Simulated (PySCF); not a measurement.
Homolysis of single bonds, series In F-NH2. Isolated molecules, 0 K electronic values unless said otherwise. One relaxed conformer stands for each flexible species; it need not be the lowest. Strings in code marks are SMILES.

The four lowest singlet excitations (Tamm–Dancoff). These are PBE-D3(BJ)/def2-TZVP // PBE0-D3(BJ)/def2-TZVP (PySCF) values and carry that method's errors. Excitations are Tamm–Dancoff values on a coarser integration grid. The basis has no diffuse functions, so Rydberg states are missing or too high.

```tsv
state	energy (eV)	wavelength (nm)	oscillator strength
S1	5.10	243	0.000
S2	5.13	242	0.000
S3	5.13	242	0.000
S4	5.15	241	0.035
```

### Question
Say which member gives these states.
A) `[F][In]([F])[F]`
B) `[NH2][In]([NH2])[NH2]`
C) `[NH2][In]([F])[F]`

### Answer
A, `[F][In]([F])[F]`
